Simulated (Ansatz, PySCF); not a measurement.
Caution: the highest occupied level lies above zero, so the state may not be bound. This triplet lies 0.08 eV below the relaxed singlet at the level B3LYP/aug-cc-pVTZ // PBE0-D3(BJ)/def2-TZVPD (Ansatz, a first-principles code).

Cartesian coordinates (Å):
```xyz
5

B     -1.3094    -0.1945     0.0404
C      0.0809    -0.1039    -0.3060
C      1.3200    -0.1188    -0.5375
H     -2.2338     0.4704     0.3986
H      2.1423    -0.0534    -1.2222
```
Charge -1, spin multiplicity 3.

Q: What total energy and highest occupied spin orbital does PySCF with PBE-D3(BJ)/def2-TZVPD // PBE0-D3(BJ)/def2-TZVPD give?

A: 
The total energy is -102.0337 Ha and the highest occupied spin orbital is 1.80 eV.
